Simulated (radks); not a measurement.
The mean radii <r> (bohr) of the occupied orbitals of an atom or ion are listed with their occupations. Method: non-relativistic Kohn-Sham, PBE, spin-polarised, spherical densities, point nucleus; computed with a radial shooting solver on a logarithmic mesh with Libxc functionals.

| orbital | occ. | <r> |
|---|---|---|
| 1s down | 1 | 0.01993 |
| 1s up | 1 | 0.01993 |
| 2s up | 1 | 0.08408 |
| 2s down | 1 | 0.08408 |
| 2p up | 3 | 0.07109 |
| 2p down | 3 | 0.07109 |
| 3s up | 1 | 0.2130 |
| 3s down | 1 | 0.2130 |
| 3p up | 3 | 0.2032 |
| 3p down | 3 | 0.2032 |
| 3d up | 5 | 0.1779 |
| 3d down | 5 | 0.1779 |
| 4s up | 1 | 0.4725 |
| 4s down | 1 | 0.4725 |
| 4p up | 3 | 0.4783 |
| 4p down | 3 | 0.4783 |
| 4d up | 5 | 0.4909 |
| 4d down | 5 | 0.4908 |
| 5s up | 1 | 1.070 |
| 5s down | 1 | 1.068 |
| 4f up | 7 | 0.5367 |
| 4f down | 7 | 0.5358 |
| 5p up | 3 | 1.148 |
| 5p down | 3 | 1.146 |
| 5d up | 1 | 1.371 |

Name the element and its charge. Open shells, if any, are filled with parallel spins first.

Answer. Z = 76, osmium, charge +7: Os7+ in [Xe] 4f14 5d1. The 1s radius gives Z: for a bare nucleus <r> = 1.5/Z, 0.01974 bohr for Z = 76, and screening makes it slightly larger (0.01993 here). The occupations add up to 69, and the charge is Z minus that.
